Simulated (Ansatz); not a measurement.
Ideal-gas functions of CH2BN3 (`NB1N=C=N1`) at 600 K and 1 bar, from an Ansatz frequency run at PBE0-D4/def2-TZVP.

Molar mass 66.86 g/mol, point group Cs (symmetry number 1), electronic degeneracy 1, moments of inertia 28.319, 102.986, 118.54 u Å². Harmonic wavenumbers (cm⁻¹, unscaled): 290, 301, 445, 470, 519, 613, 692, 869, 938, 1137, 1350, 1576, 1699, 3639, 3736.

Use S(trans) = R[1.5 ln M + 2.5 ln T − 1.1517]; rotational temperatures θ = 24.2544 K / I; S(rot) = R[ln(√π/σ · √(T³/θAθBθC)) + 1.5]; for each mode x = 1.438777 ν̃/T, S = R[x/(eˣ − 1) − ln(1 − e⁻ˣ)] and H = RT x/(eˣ − 1); 1 cm⁻¹ = 0.0119627 kJ/mol; R = 8.31446 J/(mol·K).

Question: By hand: the entropy, in J/(mol·K).

Answer: Translation 175.8. Rotation: θ = 0.8565, 0.2355, 0.2046 K, giving 110.3. Vibration, mode by mode: 11.50, 11.20, 8.16, 7.75, 7.01, 5.82, 5.00, 3.57, 3.13, 2.15, 1.43, 0.93, 0.73, 0.01, 0.01, in all 68.4. Electronic 0.0. Sum 354.5 J/(mol·K).

Question: By hand: H − E and G − E in kJ/mol, counted from the electronic energy.

Answer: Zero-point energy ½ × 18274 × 0.0119627 = 109.3; thermal vibration 24.2; translation, rotation and pV give 4 RT = 20.0. H − E = 153.5 kJ/mol, and G − E = 153.5 − 600 × 354.5/1000 = -59.2 kJ/mol.

Vibration gives 19 % of the entropy. The sum counts one conformer and one mirror image; others add a mixing term.
